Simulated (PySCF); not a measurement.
## Computed properties of Mo(NMe)(S)(F)(NH2) (CH5FMoN2S), SMILES C[N]=[Mo]([NH2])([F])=[S], multiplicity 1

Mo(NMe)(S)(F)(NH2) (CH5FMoN2S), SMILES [Mo](=[N]C)([F])([NH2])=[S], multiplicity 1. Geometry optimised at B3LYP-D3(BJ)/def2-SVP. The spin state was assumed, not searched. The def2 effective core potentials stand for the cores of Mo; spin–orbit coupling is left out. One conformer was computed; it need not be the lowest. All values are computed for the isolated molecule unless a solvent is named; none is compared with measurement here.

**Structure.** All 27 harmonic modes at B3LYP-D3(BJ)/def2-SVP (PySCF) are real, so it is a minimum. With heavy atoms numbered as in [Mo:1](=[N:2][CH3:3])(=[S:7])([F:8])[NH2:9], the shortest bond between them is N2–C3 at 1.424 Å and the longest Mo1–S7 at 2.136 Å.

**Vibrations.** The strongest infrared lines (harmonic, unscaled, degenerate partners summed) lie at 506 cm⁻¹ (175 km/mol, H 76 %, N 22 %), 1333 cm⁻¹ (131 km/mol, N 66 %, C 27 %), 673 cm⁻¹ (116 km/mol, F 65 %, Mo 18 %, H 13 %). The softest mode is at 94 cm⁻¹ and the zero-point energy is 44.9 kcal/mol.

**Electronic structure.** CAM-B3LYP/def2-TZVP (PySCF) places the frontier levels at -8.46 and -1.22 eV, a gap of 7.24 eV, and gives a dipole moment of 3.92 D and a mean polarisability of 91.0 bohr³. PBE/def2-TZVP (PySCF) at the same geometry gives -6.05 and -2.90 eV, so its gap is 4.09 eV narrower. An orbital gap is neither the optical nor the fundamental gap.

**Excitations.** TDDFT-B3LYP/def2-SVPD (PySCF) has S1 at 3.23 eV (384 nm, f = 0.000, dark); the most intense of the 10 singlets computed lies at 4.04 eV (f = 0.02). T1 (TDA) is at 2.91 eV. TDDFT-PBE/def2-SVPD (PySCF) puts S1 at 3.24 eV. No vertical singlet excitation falls in the visible range (under 3.1 eV).
